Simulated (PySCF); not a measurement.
**Magnesium: highly charged ions in a basis for the neutral atom**

Mg⁷⁺ [He] 2s2 2p1, Mg⁸⁺ [He] 2s2. All numbers are calculated (PySCF 2.14, the non-relativistic Hamiltonian (point nucleus), in aug-cc-pVDZ (5s4p2d, 27 functions)). No spin-orbit coupling, so a gap to NIST mixes the basis error with missing relativistic terms.

Changed run: basis of the neutral atom used for a highly charged ion. This setting is unsound on purpose.

```csv
species,method,sound run (hartree),changed run (hartree),converged
Mg⁷⁺,UHF,not run,-170.89214,yes
Mg⁷⁺,B3LYP,not run,-171.02536,yes
Mg⁷⁺,PBE,not run,-170.93854,yes
Mg⁸⁺,UHF,not run,-161.32321,yes
Mg⁸⁺,B3LYP,not run,-161.40098,yes
Mg⁸⁺,PBE,not run,-161.32869,yes
```

Ionisation energy of Mg⁷⁺:

```
method  changed run (eV)  NIST (eV)
   UHF            260.38     265.92
 B3LYP            261.89     265.92
   PBE            261.50     265.92
```

The contracted functions were made for the neutral atom and can be too rigid for a highly charged ion.
